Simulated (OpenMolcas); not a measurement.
**V4+: effect of the metal basis**

V4+ with its 6 nearest chloride ions at 2.377 Å, on the Zr site of Cs2ZrCl6 (a = 10.407 Å, distance in the model lattice 2.446 Å). The rest of the host is ab initio model potentials to 7.6 Å and point charges beyond; the distance is set by hand and nothing relaxes.

| Item | Value |
| --- | --- |
| Program | OpenMolcas |
| Method | CASSCF |
| Spin-orbit coupling | RASSI with atomic mean-field integrals over the reference wave functions |

Fixed: ligand basis ANO-RCC-VDZP, active space 1 electron in 5 orbitals (3d), DKH2 Hamiltonian.

States (labels of O, the rotations of Oh). Energies in cm-1 above the lowest state or level, χT in cm3 K/mol; under a threefold ground state the first gap can be a small split of the lowest multiplet, not the spin-orbit step; 10Dq is the gap between the two states.

| Run | Metal basis | Ground state | First state of that spin | 10Dq | First gap with spin-orbit (degeneracies) | χT at 300 K | Cost |
| --- | --- | --- | --- | --- | --- | --- | --- |
| A | ANO-RCC-VDZP | 2T2 | 2E 16362 | 16362 | 330.0 (4, 2) | 0.368 | roughly 9 core-seconds |
| B | ANO-RCC-VTZP | 2T2 | 2E 15772 | 15772 | 329.1 (4, 2) | 0.370 | roughly 11 core-seconds |

Against A, |10Dq| changes by -3.6 % in B.

Costs are those of the RASSCF and RASSI steps.

An orbital triplet at a regular site is open to Jahn-Teller coupling, which can distort the site and quench the lowest spin-orbit gaps and is left out. Ligand-to-metal charge-transfer states are missing. With metal d orbitals alone and no dynamic correlation the field as a rule comes out too small, by tens of per cent, by up to half for chloride and softer ligands. The least metal-like active orbital is 74 % on the metal (Löwdin) and no ligand orbital is active, so the numbers are rough (holds for A). The least metal-like active orbital is 75 % on the metal (Löwdin) and no ligand orbital is active, so the numbers are rough (holds for B). No measured value stands beside these numbers; the geometry was set by hand and not optimised.
